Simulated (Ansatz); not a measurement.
# Worked example: Cd(CH3)F + Si(CH3)3(NH2) → Cd(CH3)(NH2) + Si(CH3)3F

Gas-phase species: Cd(CH3)F, singlet; Si(CH3)3(NH2), singlet; Cd(CH3)(NH2), singlet; Si(CH3)3F (trimethylsilyl fluoride), singlet. The partners trade F for NH2: Cd–F and Si–NH2 bonds give way to Cd–NH2 and Si–F.

Shapes, held fixed at every level: PBE0-D4/def2-TZVP. Flexible molecules stand in one conformer, not always the lowest. Programs: Ansatz 0.2.0. Electronic energies: no zero-point or thermal term.

At CCSD(T)/def2-TZVPP; 1 Eh = 2625.50 kJ/mol:

```
      species  energy (Eh)
     Cd(CH3)F  -307.155765
Si(CH3)3(NH2)  -464.517196
 Cd(CH3)(NH2)  -263.265209
    Si(CH3)3F  -508.423606
```

**Question.** Work out ΔE of the reaction at this level.

**Answer.** 
1. Products less reactants: (-263.265209) + (-508.423606) − [(-307.155765) + (-464.517196)] = -0.015854 Eh = -41.6 kJ/mol.

Other levels give -46.0 (MP2/def2-TZVPP) to -29.8 kJ/mol (PBE-D4/def2-TZVPP). No measured value is set beside it here. For atoms past krypton def2 sets carry core potentials with scalar relativity. Outer-core shells of Cd are correlated, in sets that cover them unevenly.
